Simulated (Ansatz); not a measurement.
`[SiH3][CH2][SnH2][Cl]` → `[CH2]` (triplet) + `[SiH3][SnH2][Cl]`  (formal loss of a carbene)

Isolated molecules relaxed with PBE0-D4/def2-TZVP in Ansatz; ΔE leaves out vibrations. CCSD(T)/CBS adds triple-zeta CCSD(T) − MP2 to the extrapolated MP2 energy (def2 sets, frozen cores). This one scheme is used for every species. Functionals use def2-TZVPP. B3LYP here is the variant with VWN-RPA as its local correlation; programs differ in this. Triplets are unrestricted, without spin–orbit coupling. Elements past krypton have def2 core potentials. For Sn outer-core shells are correlated without core-valence functions, which leaves a few kJ/mol of doubt a bond. One conformer a species, not always the lowest.

Problem. Is it downhill or uphill in electronic energy at CCSD(T)/CBS, and by how much? (An estimate is asked.)

Solution. Computed: Uphill: ΔE = +444.9 kJ/mol.

Problem. What do these levels give: r2SCAN-D4, r2SCAN, B3LYP, MP2/def2-TZVPP, CCSD(T)/def2-TZVPP, MP2/CBS(def2)? (Estimate.)

Solution. Ansatz gave: r2SCAN-D4 413.8, r2SCAN 411.5, B3LYP 414.2, MP2/def2-TZVPP 452.9, CCSD(T)/def2-TZVPP 434.1, MP2/CBS(def2) 463.6 kJ/mol.

Largest T1 diagnostic among the species: 0.012.

In def2-TZVPP, CCSD(T) changes the Hartree–Fock value by +144.9 kJ/mol (the triples alone add +12.7 kJ/mol) and MP2 by +163.7 kJ/mol. From PBE to PBE0 (25 % exact exchange), in def2-TZVPP and without D4, ΔE moves by −5.2 kJ/mol. The D4 term adds +13.9 kJ/mol with B3LYP and +7.5 kJ/mol with PBE0; it sums over pairs of atoms, weighted by their polarisabilities, and B3LYP, whose exchange is more repulsive, gets the larger term.
